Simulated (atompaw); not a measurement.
**Ranking PAW (atompaw) potentials for neodymium (Nd)**

All share these settings but for the change named:

atompaw 4.2.0.5 input, output lines left out:

```
Nd 60
GGA-PBE scalarrelativistic loggrid 2001 logderivrange -5 5 251
6 6 5 4 0 0
6 0 1.5
6 1 0
5 2 1
4 3 3
0 0 0
c
c
c
c
v
v
c
c
c
v
v
c
c
v
c
3
2.75 2.20 2.70 2.40
n
n
y
0.3
n
y
0.2
y
2.2
n
custom polynom2 7 10 vanderbiltortho besselshape
bessel
2.10
2.75
2.35
2.75
2.30
2.30
2.75
2.75
```

Cutoff: the first of the cutoffs (Ry, on a coarse ladder) from which the occupation-weighted sum of valence levels, in a spherical-Bessel basis at the reference potential, stays within 10 and 1 mRy of its value at 400 Ry; the density cutoff is not measured.

The base gives 21 Ry.

Of 7 variants that were run, those that failed, showed a ghost or another fault, or gave nearly equal values are left out.

(1) Rank these variants from softest to hardest (loose cutoff).
A. wave 5p (bound): rc 2.35 bohr becomes 5p (bound): rc 1.46 bohr
B. wave 5p (bound): rc 2.35 bohr becomes 5p (bound): rc 2.50 bohr
C. wave 5p (bound): rc 2.35 bohr becomes 5p (bound): rc 1.62 bohr
D. wave 5p (bound): rc 2.35 bohr becomes 5p (bound): rc 2.26 bohr

Results:

(1) C (15 Ry), D (18 Ry), A (25 Ry), B (30 Ry).
